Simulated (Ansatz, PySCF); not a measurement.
Si(Cl)(F)2(SiH3) (ClF2H3Si2), SMILES F[Si](F)([SiH3])Cl. Atoms are numbered in the order given.

```xyz
8

F     -1.2994    -0.3699    -1.2899
Si    -0.3637    -0.1283     0.0000
F     -1.2994    -0.3699     1.2899
Si     0.5541     2.0081     0.0000
Cl     1.0870    -1.5703     0.0000
H      1.3957     2.1517     1.2229
H      1.3957     2.1517    -1.2229
H     -0.5382     3.0239     0.0000
```
Charge 0, spin multiplicity 1.

Coordinates come from a PBE0-D3(BJ)/def2-SVP optimisation.

Two levels are set side by side: PBE-D3(BJ)/def2-SVP (Ansatz, a quantum-chemistry and plane-wave program) and PBE0-D3(BJ)/def2-SVP (Ansatz). Each level has its own optimised geometry; the coordinates shown are those of the second. Frequencies come from the Hessian of PySCF at each geometry. Differences are taken from unrounded values.

| quantity | PBE0-D3(BJ) | PBE-D3(BJ) | PBE-D3(BJ) minus PBE0-D3(BJ) |
|---|---|---|---|
| mean bond length (Å) | 1.724 | 1.737 | 0.013 |
| bond F1–Si2 (Å) | 1.612 | 1.628 | 0.016 |
| bond Si2–F3 (Å) | 1.612 | 1.628 | 0.016 |
| bond Si2–Si4 (Å) | 2.325 | 2.334 | 0.009 |
| bond Si2–Cl5 (Å) | 2.045 | 2.062 | 0.017 |
| bond Si4–H6 (Å) | 1.491 | 1.502 | 0.010 |
| bond Si4–H7 (Å) | 1.491 | 1.502 | 0.010 |
| bond Si4–H8 (Å) | 1.492 | 1.502 | 0.010 |
| highest harmonic wavenumber (cm⁻¹) | 2257 | 2190 | -66 |
| mean harmonic wavenumber (cm⁻¹) | 808 | 781 | -27 |
| zero-point energy (kcal/mol) | 20.79 | 20.08 | -0.70 |

GGA bonds tend to be longer and softer than those of functionals with exact exchange. Differences between two approximate levels are no errors against the true value.
